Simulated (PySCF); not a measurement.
Isomers of C4H8Si. Gas-phase values, no solvent. One relaxed conformer stands for each flexible species; it need not be the lowest. Strings in code marks are SMILES.

The S1 excitation (TDA) from two functionals at the same geometries (B3LYP-D3(BJ)/def2-TZVP), both in PySCF: PBE-D3(BJ)/def2-TZVP and B3LYP-D3(BJ)/def2-TZVP. B3LYP has the VWN-RPA correlation part, as in Gaussian. Excitations are Tamm–Dancoff values on a coarser integration grid. The basis has no diffuse functions, so Rydberg states are missing or too high.

```
species           PBE-D3(BJ)/def2-TZVP (eV)
----------------  -------------------------
`C=C=[Si](C)C`                         3.51
`[SiH3]CC=C=C`                         5.21
`C([SiH2]C)C#C`                        6.23
`C1CC12C[SiH2]2`                       5.75
```

Task: What does B3LYP-D3(BJ)/def2-TZVP give for each?

Result: 
- `C=C=[Si](C)C`: 3.55
- `[SiH3]CC=C=C`: 5.42
- `C([SiH2]C)C#C`: 6.39
- `C1CC12C[SiH2]2`: 6.06
Over these rows, drawn at random from the members with no instability flagged (it was tested for open shells, ions and some series alone), PBE minus B3LYP-D3(BJ): mean -0.18 eV, from -0.31 eV to -0.05 eV.
